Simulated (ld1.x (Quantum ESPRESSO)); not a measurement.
u(r) = r·R(r): atom against pseudo-atom (Ca (Z = 20))

Columns: radius, all-electron u(r) and pseudo u(r) of the 3s shell (level -46.82 eV) of calcium in the configuration [Ne] 3s2 3p6 3d0 4s2 4p0; LDA (PZ), scalar-relativistic, TM scheme, ld1.x (Quantum ESPRESSO) 7.5.

```
r (bohr)  all-electron  pseudo
   0.100        0.0093  0.0729
   0.200       -0.4815  0.1520
   0.300       -0.4838  0.2435
   0.400       -0.1911  0.3535
   0.500        0.1809  0.4851
   0.600        0.5149  0.6346
   0.700        0.7657  0.7870
   0.800        0.9271  0.9177
   0.900        1.0101  1.0020
   1.000        1.0317  1.0297
   1.100        1.0092  1.0091
   1.200        0.9573  0.9573
   1.300        0.8877  0.8877
   1.400        0.8091  0.8091
   1.500        0.7275  0.7275
   1.600        0.6472  0.6472
   1.700        0.5707  0.5707
   1.800        0.4997  0.4997
   1.900        0.4349  0.4349
   2.000        0.3767  0.3767
   2.100        0.3249  0.3249
   2.200        0.2793  0.2793
   2.300        0.2393  0.2393
   2.400        0.2045  0.2045
   2.500        0.1744  0.1744
   2.600        0.1484  0.1484
```

Problem. How many radial nodes do the two functions have?

Solution. The all-electron 3s function has n − l − 1 = 2; the pseudo-wave has 0, since the states of the same l below it are removed with the core.

Problem. At about which radius was the pseudo-wave matched?

Solution. 1.20 bohr, where the columns begin to agree (steps of 0.10 bohr).

Problem. Is the pseudo-wave norm-conserving?

Solution. Yes: the TM scheme keeps the norm inside the radius equal to the all-electron one, which fixes the energy derivative of the logarithmic derivative at the level.
